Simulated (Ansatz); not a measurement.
Hg₄S₃. The state is a singlet with charge 0. Geometry r2SCAN-D4/def2-SVP.

```xyz
7

Hg    0.782   -1.944    0.795
Hg    0.467    0.616   -2.158
Hg   -1.654   -0.612   -0.300
Hg    0.817    3.550   -0.667
S    -0.666    1.000    1.450
S    -1.057   -3.065   -0.302
S     1.310    0.456    1.182
```

In the def2 sets Hg takes a core potential; there is no spin–orbit coupling. Another isomer (singlet) lies 1.56 eV lower at PBE0-D4/def2-TZVP; other spin states weren't run for this one.

Problem. Estimate the orbital energies around the gap (eV) in Ansatz with HF/def2-TZVP, PBE-D4/def2-TZVP, PBE0-D4/def2-SVP, PBE0-D4/def2-TZVP, r2SCAN0-D4/def2-TZVP.

Solution. 
```
orbital  HF/def2-TZVP  PBE-D4/def2-TZVP  PBE0-D4/def2-SVP  PBE0-D4/def2-TZVP  r2SCAN0-D4/def2-TZVP
 HOMO−5        -10.24             -7.30             -8.27              -8.23                 -8.42
 HOMO−4         -9.84             -7.07             -7.93              -7.92                 -8.11
 HOMO−3         -9.40             -6.39             -7.31              -7.33                 -7.51
 HOMO−2         -8.94             -6.31             -7.09              -7.09                 -7.26
 HOMO−1         -8.46             -5.82             -6.72              -6.73                 -6.91
   HOMO         -7.91             -5.62             -6.44              -6.44                 -6.59
   LUMO         -0.83             -4.27             -3.66              -3.63                 -3.66
 LUMO+1         -0.10             -3.66             -2.97              -2.94                 -2.93
 LUMO+2          0.81             -2.25             -1.32              -1.52                 -1.41
 LUMO+3          1.05             -1.88             -0.86              -1.10                 -0.97
 LUMO+4          1.37             -1.71             -0.78              -0.98                 -0.86
 LUMO+5          1.64             -1.50             -0.56              -0.84                 -0.70
```
